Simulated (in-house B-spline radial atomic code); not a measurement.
Configurations of the neon ion Ne⁴⁺, with energies counted from [He] 2s2 2p2. Method: scalar-relativistic (X2C) B3LYP, spin-polarised, spherical fractional occupations, exact exchange averaged over the configuration, Fermi nucleus of rms radius 3.0055 fm. Calculated with a B-spline radial code for spherical atoms. Shells without spins written out take the highest spin.

```
   configuration  E - E(ref) (eV)  highest orbital  its <r> (bohr)
[He] 2s2 2p1 3d1           86.389            3d up           1.895
[He] 2s1 2p2 3s1             86.4            3s up           1.973
```

Question: Order these further configurations by energy, lowest first.
A. [He] 2s2 2p1 3s1
B. [He] 2s1 2p3
C. [He] 2s1 2p2 3d1

Answer: B (11.506 eV), A (74.43 eV), C (98.182 eV).
